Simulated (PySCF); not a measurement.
Al(GeH3)2(H) (AlGe2H7), SMILES [AlH]([GeH3])[GeH3]. Atoms are numbered in the order given.

```xyz
10

Al     0.9037    -0.1783    -0.4559
Ge    -0.3763    -2.0596     0.5081
H      0.1954    -3.4563     0.2027
H     -0.4404    -1.9344     2.0452
H     -1.8419    -2.0562     0.0294
Ge     0.0177     2.1265    -0.3302
H      0.0154     2.8227    -1.7063
H     -1.4184     2.2158     0.2179
H      0.8940     3.0062     0.5860
H      2.3217    -0.4206    -1.1416
```

Geometry: r2SCAN-D4/def2-SVP. The structure was generated by enumeration; whether it is a known compound was not checked.

These are M06-2X/def2-TZVP run with PySCF values and carry that method's errors.

Gas-phase values at a fixed geometry.

| Quantity | Value |
|---|---|
| total energy | -4400.59270 hartree |
| highest occupied level | -8.18 eV |
| lowest empty level | -1.79 eV |
| orbital gap | 6.39 eV |
| dipole moment | 0.44 D |
| quadrupole, principal values (traceless, Buckingham form, about the centre of nuclear charge) | -5.89, -1.66, 7.55 D·Å |
| mean static polarisability | 102.3 bohr³ (15.16 Å³) |
| polarisability, principal values | 79.9, 95.4, 131.6 bohr³ |
